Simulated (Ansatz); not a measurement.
Input for Ansatz (a quantum-chemistry and plane-wave program): R-PBE/def2-TZVPP on H2S2Se (SMILES S[Se]S), a point of a torsion scan.

Ansatz 0.2 input:
```yaml
crystal:
  periodic: [false, false, false]
  atoms:
    - {symbol: S, position_ang: [1.96480437, -0.36646395, -0.40658085]}
    - {symbol: Se, position_ang: [-0.08808741, -1.26835215, -0.51167471]}
    - {symbol: S, position_ang: [0.37789182, -3.34816265, -0.78182897]}
    - {symbol: H, position_ang: [1.49022177, 0.86490030, -0.24581739]}
    - {symbol: H, position_ang: [0.49565752, -3.69209136, 0.50861491]}
basis:
  gaussian:
    orbitals: def2-TZVPP
hamiltonian:
  xc: {name: PBE}
scf: {lower_state_search: off}
```

Program output:

```
WARN ansatz: RAYON_NUM_THREADS=1 ignored (pool sized by the plan → 1); use --threads N
Functional definition: PBE
these checks for a lower state are left out or cut short: stability, starts, cluster_reference, orbital_swaps, neighbouring_geometries, increment
integrals: 0.09 GiB planned
1073 factors; their error is unknown
mean field: 0.52 GiB planned
mean field evaluation 1: about -87033.8475 eV, gradient 2.3e1 eV
mean field evaluation 2: about -87032.2306 eV, gradient 3.5e1 eV
mean field evaluation 4: about -87035.0441 eV, gradient 2.0e0 eV
mean field evaluation 8: about -87035.0514 eV, gradient 7.5e-2 eV
mean field evaluation 16: about -87035.0161 eV, gradient 6.6e-5 eV
mean field -87035.01614711 eV, -3198.4778489535 hartree, gradient 4.5e-6 eV, S^2 0.000000; 0 other end points of the search recorded, 0 dependent functions left out
reference -87035.01617853 eV, -3198.4778501082 hartree; 34, 34 occupied and 126, 126 virtual orbitals, 1073 factors
Total energy: -87035.01617853 eV, -3198.4778501082 hartree
Checks for a lower state left out: stability, starts, cluster_reference, orbital_swaps, neighbouring_geometries, increment
```

Self-consistency was reached.

Cost: very roughly 1.4 core-seconds.
